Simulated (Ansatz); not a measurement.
# Molecular dynamics of Si16O

input.yaml

```yaml
accuracy: low
crystal:
  lattice:
    - [0.0, 5.43, 5.43]
    - [5.43, 0.0, 5.43]
    - [5.43, 5.43, 0.0]
  atoms:
    - { symbol: Si, position: [0.06530327, -0.0451932, 0.06842367] }
    - { symbol: Si, position: [0.12566959, 0.12256705, 0.19614879] }
    - { symbol: Si, position: [-0.05405325, 0.03615484, 0.54683809] }
    - { symbol: Si, position: [0.07190575, 0.12476512, 0.72259266] }
    - { symbol: Si, position: [0.03096783, 0.52828392, 0.04614557] }
    - { symbol: Si, position: [0.23180638, 0.57986131, 0.17072994] }
    - { symbol: Si, position: [-0.01379453, 0.48196019, 0.5476027] }
    - { symbol: Si, position: [0.12229548, 0.65175055, 0.64299963] }
    - { symbol: Si, position: [0.50169174, 0.01955388, 0.0167563] }
    - { symbol: Si, position: [0.58192611, 0.14863078, 0.18372068] }
    - { symbol: Si, position: [0.44057381, -0.01556139, 0.57656368] }
    - { symbol: Si, position: [0.56630881, 0.14924082, 0.64986423] }
    - { symbol: Si, position: [0.59210673, 0.49166754, -0.01697641] }
    - { symbol: Si, position: [0.65079752, 0.63729701, 0.1536324] }
    - { symbol: Si, position: [0.48125592, 0.50731276, 0.51870699] }
    - { symbol: Si, position: [0.62535892, 0.63442961, 0.61869214] }
    - { symbol: O, position: [0.80469258, 0.96226136, 0.22793157], spin: 1.0 }
magnetization:
  spin_polarized: true
basis:
  ecutwfc: 420.0
kpoints:
  mp_grid: { grid: [2, 2, 2] }
hamiltonian:
  xc: pbesol
  pseudopotentials: { kind: paw, azcp: { folder: soft_1 } }
scf:
  occupations: { method: fermi_dirac, width: 0.05 }
  lower_state_search: "off"
md:
  timestep: 1
  n_steps: 110
  ensemble: nvt_langevin
  temperature: 1680.0
  initial_velocities: maxwell_boltzmann
  seed: 462585
  friction: 0.005
```

Command:

```bash
$ ansatz run input.yaml --threads 1 --pin off --max-ram 3072MiB --backend cpu --events-out ev --progress --plain --runs-dir out
```

It goes on from the last frame of an earlier run, with new velocities.

Output, in part (warnings, step lines):

```
WARN: the starting moments were not kept: the SCF closed with an absolute magnetisation of 1.0e-5 μB, where they sum to 1 μB in size (1 site). That is at most 0.1 of that sum. Measured as dr2_m measures the in/out step, that magnetisation stands 2.2e-12 eV from none, at or under the dr2_threshold …
md step     0: t =     0.00 fs  T =  1581.2 K  F+E_penalty+E_count = -10501.49547529 eV  E_kin = 3.474509 eV  (15 SCF iters)
md step     1: t =     1.00 fs  T =  1519.1 K  F+E_penalty+E_count = -10501.42283518 eV  E_kin = 3.338064 eV  (7 SCF iters)
md step     2: t =     2.00 fs  T =  1474.8 K  F+E_penalty+E_count = -10501.31753218 eV  E_kin = 3.240846 eV  (7 SCF iters)
md step     3: t =     3.00 fs  T =  1366.1 K  F+E_penalty+E_count = -10501.18486757 eV  E_kin = 3.001975 eV  (8 SCF iters)
md step     4: t =     4.00 fs  T =  1270.7 K  F+E_penalty+E_count = -10501.03293383 eV  E_kin = 2.792256 eV  (7 SCF iters)
md step     5: t =     5.00 fs  T =  1223.3 K  F+E_penalty+E_count = -10500.86899187 eV  E_kin = 2.688091 eV  (7 SCF iters)
md step     6: t =     6.00 fs  T =  1129.7 K  F+E_penalty+E_count = -10500.69986979 eV  E_kin = 2.482443 eV  (7 SCF iters)
md step     7: t =     7.00 fs  T =  1042.8 K  F+E_penalty+E_count = -10500.52951168 eV  E_kin = 2.291375 eV  (7 SCF iters)
[... lines left out ...]
md step   110: t =   110.00 fs  T =  1600.6 K  F+E_penalty+E_count = -10499.24012576 eV  E_kin = 3.517262 eV  (7 SCF iters)
```

The steps, from the saved trajectory:

```tsv
time (fs)	T (K)	potential energy less start (eV)
0	1581	0.000
3	1366	0.311
6	1130	0.796
9	947	1.279
12	766	1.616
15	737	1.646
18	913	1.391
21	1056	0.978
24	1303	0.633
27	1449	0.467
30	1498	0.463
33	1417	0.568
36	1410	0.714
39	1380	0.882
42	1287	1.139
45	1132	1.492
48	1087	1.884
51	951	2.283
54	739	2.635
57	758	2.808
60	888	2.805
63	950	2.698
66	1115	2.524
69	1217	2.316
72	1251	2.123
75	1332	1.964
78	1329	1.758
81	1385	1.526
84	1568	1.408
87	1772	1.522
90	1665	1.814
93	1586	2.031
96	1675	2.081
99	1665	2.151
102	1607	2.232
105	1533	2.254
108	1594	2.247
```

The run went to its last step. The mean temperature of the second half is 18 % below the set value. A run of 0.11 ps of so small a system gives no equilibrium averages. Limits of this set-up: coarse k mesh, PAW files made for another functional, a small cell, in which the defect meets its images, low accuracy level.

Mean squared displacements from the first frame to the last, about the centre of mass: Si 0.17 Å², O 0.38 Å².

Last frame:

```xyz
17
Lattice="0.0000 5.4300 5.4300 5.4300 0.0000 5.4300 5.4300 5.4300 0.0000" Properties=species:S:1:pos:R:3
Si -0.244 0.713 0.226
Si 1.696 1.881 1.404
Si 3.208 2.787 0.087
Si 5.008 4.044 0.978
Si 2.932 0.588 2.902
Si 3.866 2.132 4.441
Si 5.963 2.646 2.789
Si 7.075 4.219 4.208
Si 0.183 3.260 2.639
Si 1.629 4.798 3.795
Si 3.572 5.293 2.431
Si 4.343 7.065 3.707
Si 2.517 3.473 5.838
Si 4.210 4.679 6.918
Si 5.714 5.702 5.556
Si 7.482 6.475 6.905
O 6.205 6.230 9.399
```

The run took 20 min on 1 thread of Arm Neoverse V2, on a shared host, peak memory 0.69 GiB.
